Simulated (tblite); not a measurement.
C8H4O2.
SMILES: `C#CC1=CC=CC(=O)C1=O`

The geometry is computed with GFN2-xTB (gas phase).

Take the most abundant isotopes and a rigid rotor. 

Q: Give the principal moments of inertia and the rotational constants in cm⁻¹.

A: Ia = 205.99, Ib = 421.79, Ic = 627.78 u·Å²; 505379 MHz·u·Å²/I gives 2453, 1198 and 805.0 MHz, that is A = 0.08184, B = 0.03997, C = 0.02685 cm⁻¹.

Q: Classify the top.

A: An asymmetric top. Ray's parameter κ = (2B − A − C)/(A − C) = -0.523; −1 is the prolate and +1 the oblate limit.

Q: Is it planar, by Δ = Ic − Ia − Ib?

A: Planar: Δ = Ic − Ia − Ib = 0.00 u·Å². For a rigid frame Δ = −2 Σ m c², so it vanishes when all atoms lie in the ab plane; here none is more than 0.01 Å from it.

Q: Give the coordinates in the principal-axis frame, origin at the centre of mass.

A: The sense of each axis is arbitrary; atoms in the order of the calculation.
```json
{"atom": "C1", "mass (u)": "12.000", "a (Å)": "3.437", "b (Å)": "0.242", "c (Å)": "-0.002"}
{"atom": "C2", "mass (u)": "12.000", "a (Å)": "2.276", "b (Å)": "-0.069", "c (Å)": "0.001"}
{"atom": "C3", "mass (u)": "12.000", "a (Å)": "0.903", "b (Å)": "-0.385", "c (Å)": "0.002"}
{"atom": "C4", "mass (u)": "12.000", "a (Å)": "0.454", "b (Å)": "-1.665", "c (Å)": "0.000"}
{"atom": "C5", "mass (u)": "12.000", "a (Å)": "-0.942", "b (Å)": "-1.979", "c (Å)": "-0.003"}
{"atom": "C6", "mass (u)": "12.000", "a (Å)": "-1.891", "b (Å)": "-1.023", "c (Å)": "0.003"}
{"atom": "C7", "mass (u)": "12.000", "a (Å)": "-1.549", "b (Å)": "0.395", "c (Å)": "0.002"}
{"atom": "O8", "mass (u)": "15.995", "a (Å)": "-2.375", "b (Å)": "1.282", "c (Å)": "-0.002"}
{"atom": "C9", "mass (u)": "12.000", "a (Å)": "-0.047", "b (Å)": "0.755", "c (Å)": "0.001"}
{"atom": "O10", "mass (u)": "15.995", "a (Å)": "0.302", "b (Å)": "1.910", "c (Å)": "0.000"}
{"atom": "H11", "mass (u)": "1.008", "a (Å)": "4.453", "b (Å)": "0.505", "c (Å)": "-0.004"}
{"atom": "H12", "mass (u)": "1.008", "a (Å)": "1.164", "b (Å)": "-2.480", "c (Å)": "0.000"}
{"atom": "H13", "mass (u)": "1.008", "a (Å)": "-1.219", "b (Å)": "-3.024", "c (Å)": "-0.009"}
{"atom": "H14", "mass (u)": "1.008", "a (Å)": "-2.944", "b (Å)": "-1.262", "c (Å)": "0.004"}
```

Q: Where do the levels up to J = 3 lie, in cm⁻¹?

A: Above 0(0,0):
J = 1: 1(0,1) 0.0668, 1(1,1) 0.1087, 1(1,0) 0.1218
J = 2: 2(0,2) 0.1978, 2(1,2) 0.2292, 2(1,1) 0.2686, 2(2,1) 0.3942, 2(2,0) 0.3968
J = 3: 3(0,3) 0.3884, 3(1,3) 0.4085, 3(1,2) 0.4868, 3(2,2) 0.5946, 3(2,1) 0.6071, 3(3,1) 0.8383, 3(3,0) 0.8386
The levels of one J sum to (2J + 1)J(J + 1)(A + B + C)/3.

Q: Estimate the classical rotational partition function at 100 K, 298.15 K and 500 K.

A: Point group Cs, symmetry number σ = 1; q = (√π/σ)·√((kT/h)³/(ABC)), k/h = 20836.6 MHz/K: 110000 at 100 K, 564000 at 298.15 K, 1230000 at 500 K.

Its GFN2-xTB frequencies are all real (lowest 28 cm⁻¹). Constants of a rigid frame at the computed geometry: no zero-point averaging, no centrifugal distortion.
